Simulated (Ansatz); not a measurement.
Calculated with Ansatz (gas phase, PBE0-D4/def2-TZVP geometries, no zero-point term in ΔE). CCSD(T)/CBS is the MP2 limit (def2-TZVPP, def2-QZVPP) plus CCSD(T) − MP2 in def2-TZVPP, frozen cores. This one scheme is used for every species. Functionals use def2-TZVPP. B3LYP here is the variant with VWN-RPA as its local correlation; programs differ in this. HSE06 is defined as in plane-wave codes. Each species was taken in one conformer, which may not be the lowest.

Consider the ligand exchange at a B–O bond: `C=NB(O)F` + HCl → `C=NB(F)Cl` + H₂O.

`C=NB(O)F`:

```xyz
8

C     0.384    0.396    1.357
N     0.615    0.218    0.140
B    -0.202    0.113   -1.025
O    -0.572   -1.072   -1.571
F    -0.543    1.217   -1.684
H     1.208    0.453    2.074
H    -0.625    0.505    1.778
H    -0.265   -1.830   -1.070
```

HCl:

Z-matrix (Å, degrees):
```
Cl
H 1 1.279
```

`C=NB(F)Cl`:

Z-matrix (Å, degrees):
```
C
N 1 1.243
H 1 1.094 2 120.8
H 1 1.097 2 122.8 3 180.0
B 2 1.384 1 150.5 3 -178.2
Cl 5 1.761 2 120.4 1 89.1
F 5 1.326 2 120.9 1 -95.8
```

H₂O:

Cartesian coordinates in Å:
```
O 0.158 -0.303 -0.187
H -0.761 -0.186 0.064
H 0.603 0.488 0.123
```

```csv
level,ΔE (kJ/mol)
r2SCANh-D4,37.7
PBE-QIDH,38.6
B3LYP,40.8
r2SCAN0,39.6
HSE06,35.7
RPA@PBE/def2-TZVPP,44.1
MP2/def2-QZVPP,34.7
HF/CBS(def2),54.2
```

What does CCSD(T)/CBS give? (Estimate.)

The calculation gave: +38.3 kJ/mol. The listed levels differ from it by -0.6, 0.3, 2.5, 1.3, -2.6, 5.8, -3.6, 15.9 kJ/mol.

Largest T1 diagnostic among the species: 0.013.

From BLYP to BHLYP (50 % exact exchange), in def2-TZVPP and without D4, ΔE moves by +8.5 kJ/mol. Leaving LDA and LC-ωPBE aside and taking each functional with its dispersion term where it has one, the values, not all of them listed here, spread over 14.6 kJ/mol, from revPBE-D4 to BHLYP-D4. LDA lies +4.3 kJ/mol from PBE without D4.
